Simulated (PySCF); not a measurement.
Mo(O)2(Cl)2, SMILES [Mo](=[O])([Cl])([Cl])=[O] (B3LYP/def2-SVP optimised geometry):

```
5

Mo    -0.456    -1.071     0.000
O     -0.936    -1.834    -1.410
O      1.217    -1.071     0.000
Cl    -1.217     1.071     0.000
Cl    -1.214    -2.242     1.794
```

Level of theory: B3LYP/def2-TZVP, def2 effective core potentials past Kr (PySCF).

### Question
What are the frontier orbital energies and the dipole moment?

### Answer
HOMO-2 -9.75 eV, HOMO-1 -9.73 eV, HOMO -9.71 eV, LUMO -4.16 eV, LUMO+1 -3.52 eV; dipole moment 1.21 D.

On the same geometry PBE/def2-TZVP, def2 effective core potentials past Kr (PySCF 2.14.0) gives HOMO-2 -8.61 eV, HOMO-1 -8.59 eV, HOMO -8.37 eV, LUMO -4.57 eV, LUMO+1 -4.02 eV; dipole moment 1.11 D.
